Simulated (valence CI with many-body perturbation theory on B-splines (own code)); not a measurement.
The numbers below are computed, except where a source is named.
# Pb60+ in three bases

Level of theory: valence CI with perturbative core correlation (CI+MBPT): four valence electrons over a frozen Dirac-Fock core [Ar], radial functions for each j: 7 s, 7 p, 8 d, 6 f, 4 g, 1 h, with the one-electron correlation potential Σ1 (screened to all orders), the two-electron term Σ2, the three-electron term Σ3, Breit, model QED; selected single and double excitations, second order for the rest, scaled by the run's own slope (own B-spline code, finite nucleus).

The last digits are not significant, and no measured levels were compared; by estimate large intervals hold to a few tenths of a per cent, small ones and those within an open d or f shell to about a per cent. The list stops below the first excitations out of the core. Only levels of the ground parity were solved; by the run's estimate the other parity begins above the list, which can be wrong where configurations are misplaced.

The reference run has the lowest level (3d3/2^4) J=0 and an ionisation energy of 6442.90 eV. Its largest variational space holds 16823 state functions.

Levels are named by their leading jj configuration (3d3/2^4 stands for four electrons in 3d with j = 3/2), which in mixed levels can hold well under half, so a name can repeat and another be missing. Letters in brackets count levels of one name in rising energy.

Changed runs:
A. basis 6 s, 6 p, 5 d, 5 f, 1 g
B. basis 5 s, 5 p, 4 d, 4 f

Excitation energies of the reference run in cm⁻¹, and shifts in cm⁻¹:

| Level | Reference | A | B |
| --- | --- | --- | --- |
| (3d3/2^3 3d5/2) J=1 | 875093 | -247 | -417 |
| (3d3/2^3 3d5/2) J=4 | 980121 | +27 | +318 |
| (3d3/2^3 3d5/2) J=2 | 1019250 | -37 | +410 |
| (3d3/2^3 3d5/2) J=3 | 1047900 | -1.8 | +499 |
| (3d3/2^2 3d5/2^2) J=2 [a] | 1827300 | -288 | -270 |
| (3d3/2^2 3d5/2^2) J=0 | 1829450 | -298 | -553 |
| (3d3/2^2 3d5/2^2) J=4 [a] | 1852640 | -213 | -146 |
| (3d3/2^2 3d5/2^2) J=3 [a] | 1873410 | -258 | -124 |
| (3d3/2^2 3d5/2^2) J=5 | 1900450 | -86 | +266 |
| (3d3/2^2 3d5/2^2) J=6 | 1924000 | +29 | +567 |
| (3d3/2^2 3d5/2^2) J=1 | 1958710 | -109 | +389 |
| (3d3/2^2 3d5/2^2) J=3 [b] | 1978030 | -18 | +655 |
| Ionisation energy (eV) | 6442.90 | -0.08 | -0.13 |
